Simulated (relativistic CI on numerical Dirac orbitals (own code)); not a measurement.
Electric-dipole transitions in W51+

Computed by Dirac-Coulomb-Breit CI, orbitals from a KLI potential per configuration, model QED, unscaled Slater integrals (own radial code, finite nucleus).

Configurations in the expansion (outside the closed core [Ne]): 3s²3p⁶3d⁵, 3s²3p⁵3d⁶, 3s²3p⁴3d⁷, 3s3p⁶3d⁶, 3p⁶3d⁷, 3s3p⁵3d⁷, 3s²3p⁶3d⁴4s, 3s²3p⁶3d⁴4p, 3s²3p⁴3d⁶4s, 3s²3p⁶3d⁴4d, 3s²3p⁴3d⁶4p, 3s²3p⁵3d⁵4s, 3s²3p⁶3d⁴4f, 3s3p⁵3d⁶4s, 3s²3p⁵3d⁵4p, 3s3p⁵3d⁶4p, 3p⁶3d⁶4s, 3s²3p⁶3d³4s², 3p⁶3d⁶4p, 3s²3p⁶3d³4s4p, 3s²3p⁶3d⁴5s, 3p⁶3d⁵4s². Levels of other configurations are missing.

```
λ vac (nm)                   Lower                    Upper   A (s⁻¹)        gf  Branching (%)
    1.7919   3s²3p⁶3d⁵ ⁴G11/2 [13]   3s²3p⁵3d⁶ ²G°9/2 [188]  2.62e+12  1.26e+00           41.5
    1.8090   3s²3p⁶3d⁵ ²I13/2 [15]  3s²3p⁵3d⁶ ²H°11/2 [187]  5.75e+12  3.38e+00           71.8
    1.8203     3s²3p⁶3d⁵ ⁶S5/2 [2]   3s²3p⁵3d⁶ ⁴D°7/2 [155]  1.41e+12  5.61e-01           22.9
    1.8277    3s²3p⁶3d⁵ ²H11/2 [4]   3s²3p⁵3d⁶ ⁴F°9/2 [157]  4.83e+12  2.42e+00           66.8
    1.8278  3s²3p⁵3d⁶ ²I°13/2 [60]   3s²3p⁴3d⁷ ⁴G11/2 [379]  5.06e+12  3.04e+00           60.5
    1.8336  3s²3p⁵3d⁶ ⁴I°15/2 [54]   3s²3p⁴3d⁷ ⁴H13/2 [374]  5.84e+12  4.12e+00           71.5
    1.8339   3s²3p⁶3d⁵ ²H11/2 [30]   3s²3p⁵3d⁶ ²G°9/2 [237]  4.36e+12  2.20e+00           70.0
    1.8370    3s²3p⁶3d⁵ ²G9/2 [32]   3s²3p⁵3d⁶ ⁴D°7/2 [244]  5.17e+12  2.09e+00           82.2
    1.8379   3s²3p⁶3d⁵ ²H11/2 [30]  3s²3p⁵3d⁶ ²H°11/2 [235]  4.18e+12  2.54e+00           77.9
    1.8429     3s²3p⁶3d⁵ ²G9/2 [6]   3s²3p⁵3d⁶ ⁴F°9/2 [157]  1.87e+12  9.54e-01           25.9
    1.8493     3s²3p⁶3d⁵ ²F7/2 [9]   3s²3p⁵3d⁶ ²D°5/2 [158]  4.22e+12  1.30e+00           60.9
    1.8531     3s²3p⁶3d⁵ ⁴G7/2 [3]   3s²3p⁵3d⁶ ⁴D°7/2 [155]  1.88e+12  7.73e-01           30.4
    1.8663    3s²3p⁶3d⁵ ²H9/2 [19]   3s²3p⁵3d⁶ ²H°9/2 [181]  2.05e+12  1.07e+00           54.0
    1.8731     3s²3p⁶3d⁵ ²G9/2 [6]   3s²3p⁵3d⁶ ⁴D°7/2 [155]  2.04e+12  8.57e-01           32.9
    1.8874   3s²3p⁶3d⁵ ⁴G11/2 [13]  3s²3p⁵3d⁶ ⁴H°11/2 [166]  1.44e+12  9.21e-01           49.4
    1.8914   3s²3p⁶3d⁵ ²I13/2 [15]  3s²3p⁵3d⁶ ²I°13/2 [171]  2.34e+12  1.76e+00           82.5
    1.9006   3s²3p⁶3d⁵ ⁴G11/2 [13]   3s²3p⁵3d⁶ ⁴F°9/2 [165]  1.54e+12  8.34e-01           47.3
    2.1739  3s²3p⁵3d⁶ ⁴G°11/2 [38]     3s3p⁶3d⁶ ⁶D9/2 [283]  3.26e+12  2.31e+00           65.0
    2.1773  3s²3p⁵3d⁶ ⁶F°11/2 [48]     3s3p⁶3d⁶ ⁶D9/2 [319]  3.12e+12  2.21e+00           66.0
    2.8199     3s²3p⁶3d⁵ ⁴G7/2 [3]    3s²3p⁵3d⁶ ²D°5/2 [83]  1.54e+12  1.10e+00           72.7
    2.8423    3s²3p⁶3d⁵ ²H11/2 [4]    3s²3p⁵3d⁶ ²G°9/2 [82]  1.12e+12  1.36e+00           58.3
    2.8433     3s²3p⁶3d⁵ ⁶S5/2 [2]    3s²3p⁵3d⁶ ⁶P°3/2 [76]  1.07e+12  5.18e-01           68.4
    2.8470    3s²3p⁶3d⁵ ⁴D7/2 [12]   3s²3p⁵3d⁶ ⁴P°5/2 [122]  1.17e+12  8.56e-01           62.4
    2.8491   3s²3p⁶3d⁵ ⁴G11/2 [13]   3s²3p⁵3d⁶ ²H°9/2 [123]  1.05e+12  1.28e+00           61.3
    2.8496     3s²3p⁶3d⁵ ²G9/2 [6]    3s²3p⁵3d⁶ ⁴F°7/2 [84]  1.49e+12  1.45e+00           90.4
    2.8629     3s²3p⁶3d⁵ ²D5/2 [7]    3s²3p⁵3d⁶ ⁴D°3/2 [87]  1.27e+12  6.27e-01           68.5
    2.8681   3s²3p⁶3d⁵ ²I13/2 [15]  3s²3p⁵3d⁶ ²H°11/2 [126]  1.60e+12  2.37e+00           84.5
    2.8715    3s²3p⁶3d⁵ ⁴G9/2 [14]   3s²3p⁵3d⁶ ²F°7/2 [120]  1.26e+12  1.25e+00           71.8
    2.8745     3s²3p⁶3d⁵ ⁴P5/2 [1]    3s²3p⁵3d⁶ ²P°3/2 [46]  1.67e+12  8.28e-01           98.7
    2.8792     3s²3p⁶3d⁵ ²G9/2 [6]    3s²3p⁵3d⁶ ²G°9/2 [82]  6.50e+11  8.08e-01           33.8
    2.8831     3s²3p⁶3d⁵ ⁴P5/2 [1]    3s²3p⁵3d⁶ ²D°5/2 [45]  1.80e+12  1.35e+00           99.4
    2.8971    3s²3p⁶3d⁵ ²G9/2 [25]   3s²3p⁵3d⁶ ²F°7/2 [136]  1.23e+12  1.24e+00           69.2
    2.9110   3s²3p⁶3d⁵ ²H11/2 [30]   3s²3p⁵3d⁶ ²G°9/2 [148]  1.46e+12  1.86e+00           85.9
    2.9198     3s²3p⁶3d⁵ ⁶S5/2 [2]    3s²3p⁵3d⁶ ²F°5/2 [68]  6.35e+11  4.87e-01           87.5
    2.9212    3s²3p⁶3d⁵ ²H11/2 [4]   3s²3p⁵3d⁶ ²H°11/2 [77]  1.51e+12  2.31e+00           97.0
    2.9262     3s²3p⁶3d⁵ ⁴G7/2 [3]    3s²3p⁵3d⁶ ²F°7/2 [75]  6.86e+11  7.05e-01           62.8
    2.9343  3s²3p⁵3d⁶ ⁴G°11/2 [38]   3s²3p⁴3d⁷ ⁴G11/2 [170]  1.14e+12  1.77e+00           81.1
    2.9500    3s²3p⁶3d⁵ ²H11/2 [4]    3s²3p⁵3d⁶ ²G°9/2 [74]  3.91e+11  5.10e-01           33.5
    2.9897     3s²3p⁶3d⁵ ²G9/2 [6]    3s²3p⁵3d⁶ ²G°9/2 [74]  5.87e+11  7.87e-01           50.4
    2.9902     3s²3p⁶3d⁵ ²F7/2 [9]    3s²3p⁵3d⁶ ²F°7/2 [79]  8.74e+11  9.37e-01           88.1
    2.9955     3s²3p⁶3d⁵ ⁴G7/2 [3]    3s²3p⁵3d⁶ ²G°7/2 [69]  4.67e+11  5.02e-01           58.0
    3.0158     3s²3p⁶3d⁵ ⁴P5/2 [1]    3s²3p⁵3d⁶ ⁴D°7/2 [43]  6.12e+11  6.68e-01           97.6
    3.0269   3s²3p⁶3d⁵ ⁴G11/2 [13]  3s²3p⁵3d⁶ ⁴G°11/2 [107]  7.59e+11  1.25e+00           88.6
    3.0459   3s²3p⁶3d⁵ ²I13/2 [15]  3s²3p⁵3d⁶ ²I°13/2 [109]  7.85e+11  1.53e+00           89.7
    3.1690    3s²3p⁶3d⁵ ²H11/2 [4]   3s²3p⁵3d⁶ ²I°13/2 [60]  2.19e+11  4.63e-01           93.0
```

Terms are leading LS components. Brackets give the number of a level in order of energy, since labels repeat. The list gives strong lines, with weight on those to low levels, without lines whose two gauges differ by over a factor of 2.5, among the lowest 400 of 9898 levels, so that lines to higher ones, which can be the strongest, are missing. Levels whose partners in the same complex of configurations lie outside the list can be far off, and so can their lines. Rates are taken at the computed energies, electric ones in the length gauge.

At this charge energies of transitions that change n are usually good to better than 1 %, and those within a shell (Δn = 0) to a few per cent.

LS names give the leading component of a level, which can be under half, so a name can repeat, a term be missing and a line seem to break the LS rules.
